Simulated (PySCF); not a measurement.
2-methylazaborolidine (C₄H₁₀BN), SMILES CB1CCCN1.

Geometry: PBE0-D3(BJ)/def2-SVP. One conformer was computed; it need not be the lowest.

Level of theory: PBE0-D3(BJ)/def2-SVP (PySCF 2.14.0).

Harmonic, unscaled wavenumbers; measured fundamentals usually lie a few per cent lower.

Problem. Estimate the vibrational spectrum. (Estimate from the structure and the level; the computed values follow.)

Solution. 
```
mode  ν (cm⁻¹)  IR (km/mol)  moving atoms (share of kinetic energy)
----  --------  -----------  --------------------------------------
1          107          1.1                                  H 92 %
2          161          0.3                   H 49 %, C 40 %, N 8 %
3          221          1.7                  H 48 %, C 25 %, N 23 %
4          269          0.0          H 38 %, C 38 %, N 12 %, B 12 %
5          392          1.5                  H 53 %, B 34 %, N 10 %
6          526          0.5                  C 63 %, H 25 %, B 10 %
7          591         44.8                          H 74 %, C 16 %
8          642         24.2                  H 56 %, C 28 %, N 15 %
9          742          6.4                  H 47 %, C 34 %, N 15 %
10         798          5.0                          H 55 %, C 40 %
11         829          5.6                  H 55 %, C 21 %, N 21 %
12         856          5.9                          H 51 %, C 40 %
13         905         12.8                  H 59 %, C 22 %, B 15 %
14         927          0.1                          C 58 %, H 40 %
15         992          4.3                  H 60 %, C 27 %, B 11 %
16        1019          6.8                          H 61 %, C 28 %
17        1095         10.5                  H 68 %, B 13 %, C 12 %
18        1097          1.5          C 42 %, H 28 %, B 18 %, N 12 %
19        1170          2.6                          H 68 %, C 28 %
20        1222         27.3                  H 62 %, C 19 %, B 16 %
21        1240          2.5                   H 71 %, C 17 %, B 8 %
22        1243          0.9                   H 75 %, C 15 %, B 9 %
23        1295         28.1                  H 61 %, C 23 %, B 15 %
24        1317          7.9                          H 58 %, C 32 %
25        1343         12.6                   H 58 %, C 32 %, B 9 %
26        1360        111.1                  H 53 %, C 31 %, B 14 %
27        1424          8.6                           H 91 %, C 9 %
28        1436          5.1                                  H 96 %
29        1438         11.5                                  H 93 %
30        1464         12.4                           H 90 %, C 9 %
31        1497         28.9                          H 81 %, C 12 %
32        1536        135.8                  H 36 %, B 32 %, N 29 %
33        3010         70.3                                  H 94 %
34        3039         18.6                                  H 94 %
35        3046          9.0                                  H 97 %
36        3064         16.3                                  H 94 %
37        3081         52.3                           H 91 %, C 9 %
38        3120         14.2                           H 91 %, C 9 %
39        3128         19.3                           H 91 %, C 9 %
40        3129         20.8                           H 91 %, C 9 %
41        3148         20.6                           H 91 %, C 9 %
42        3665         20.9                                  H 93 %
```
